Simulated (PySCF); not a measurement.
# One molecule, several mistakes: AlH6N2Si cation

These are calculations, not measurements. They come from PySCF 2.14.0, an open-source quantum chemistry program, on an isolated molecule that a program drew, which may never have been made. The molecule is AlH6N2Si cation (charge +1, singlet), drawn as the SMILES string `[NH2][AlH][NH][SiH2+]`.

Each row is a Hartree-Fock (HF) and frozen-core CCSD(T) single point in the cc-pV(D+d)Z basis, meant for a local HF minimum. Run 1 is clean. Each other run has one planted mistake out of seven kinds, and not every kind appears here: one electron removed, one electron added, multiplicity raised by two, geometry at a saddle point, minimal basis STO-3G, one bond length entered in bohr, all coordinates scaled. The reference is restricted for singlets and unrestricted otherwise, and also for a bond in bohr. Adding or removing an electron swaps singlet and doublet. Electrons count all cores. HOMO and LUMO are orbital energies over both spins, the gradient is its largest component, and the lowest frequency (negative if imaginary) is given only where the gradient is small. Bond lengths are over the 9 bonds as drawn. T1 is the CCSD diagnostic: over 0.02 (restricted) or 0.045 (unrestricted) a single reference is doubtful.

Geometry of the clean run:
```xyz
10
AlH6N2Si cation, angstrom
N     0.4916    1.9504   -1.5392
Al    0.1150    2.1079    0.1534
N     1.3381    1.2548    1.3231
Si    2.6948    0.3897    1.0895
H    -0.0891    2.3634   -2.2492
H     1.2517    1.4782   -1.9908
H    -1.0539    2.8298    0.8760
H     1.0783    1.3731    2.2948
H     3.4450   -0.1531    2.2179
H     3.1614    0.1577   -0.2722
```

| run | electrons | basis functions | <S^2> | HOMO (eV) | LUMO (eV) | gradient (hartree/bohr) | lowest frequency (cm^-1) | mean bond (Å) | longest bond (Å) | T1 | HF (hartree) | CCSD(T) (hartree) | mistake |
|---|---|---|---|---|---|---|---|---|---|---|---|---|---|
| 1 | 46 | 104 | 0.000 | -14.93 | -4.10 | 3.3e-05 | 56 | 1.4170 | 1.895 | 0.0169 | -643.09654 | -643.64076 | no fault |
| 2 | 46 | 104 | 0.735 | -14.55 | -4.07 | 2.2e-02 | - | 1.5161 | 1.895 | 0.0608 | -642.94867 | -643.49154 | one bond length entered in bohr |
| 3 | 46 | 104 | 2.025 | -9.47 | -6.88 | 1.5e-01 | - | 1.4170 | 1.895 | 0.0517 | -642.95535 | -643.47615 | multiplicity raised by two |
| 4 | 46 | 104 | 0.000 | -15.57 | -3.93 | 7.9e-02 | - | 1.3164 | 1.761 | 0.0133 | -643.03499 | -643.56432 | ? |
| 5 | 47 | 104 | 0.767 | -5.57 | 2.59 | 7.7e-02 | - | 1.4170 | 1.895 | 0.0158 | -643.27342 | -643.82928 | ? |

**Which mistake was planted in run 4, and what did it cost?**

The mean and the longest bond both change by the same factor, 0.929, and the gradient is no longer small. So the mistake is: all coordinates scaled. Subtracting run 1 and multiplying by 627.51 kcal/mol a hartree, the energy moved by 38.6 kcal/mol in HF and 48.0 kcal/mol in CCSD(T).

**Which mistake was planted in run 5, and what did it cost?**

It counts 47 electrons, one more than the clean run, at the same geometry and basis. So the mistake is: one electron added. Subtracting run 1 and multiplying by 627.51 kcal/mol a hartree, the energy moved by -111.0 kcal/mol in HF and -118.3 kcal/mol in CCSD(T).

Cautions from the logs. Run 2: T1 is over the limit, so its CCSD(T) energy is less reliable; run 3: T1 is over the limit, so its CCSD(T) energy is less reliable.
